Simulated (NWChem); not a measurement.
Species: HTeOCl; SMILES Cl[Te]O

```xyz
4

Te     0.3296     0.4151     0.0037
Cl    -0.1984    -1.8988     0.0063
O     -1.4913     1.1859     0.0674
H     -1.8335     1.2060    -0.8370
```
Atoms are numbered in this order, from 1.

Computed with NWChem. The geometry was optimised at PBE0/def2-SVP. def2 effective core potentials on Te; no spin-orbit coupling.

**Question.** Estimate the computed values for PBE/def2-SVP. Quantities: highest occupied level (eV); orbital gap (eV); dipole (D).

**Answer.** The highest occupied level (eV) comes out as -5.14 and the orbital gap (eV) comes out as 2.17. The dipole (D) is 2.23.
